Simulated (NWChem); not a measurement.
# BPH$_{4}$O; SMILES OBP

```xyz
7

B     -0.5939    -0.6941    -0.2987
H     -1.5856    -1.0490    -0.8951
O      0.1355    -1.6704     0.2776
H      0.9158    -1.3618     0.7508
P     -0.0944     1.1673    -0.3653
H      0.5056     1.2865     0.9257
H     -1.3674     1.6817     0.0112
```
Atoms are numbered in this order, from 1.

All runs: NWChem. Geometry: optimised at PBE0/def2-SVP. B3LYP is NWChem's, with the RPA form of VWN correlation. Static field.

For level PBE/aug-cc-pVDZ:

```yaml
isotropic polarisability (bohr³): 50.9
anisotropy (bohr³): 16.4
```

Question: Estimate the same quantities for level B3LYP/aug-cc-pVDZ.

Answer: 
| Item | Value |
|---|---|
| isotropic polarisability (bohr³) | 49.2 |
| anisotropy (bohr³) | 14.6 |
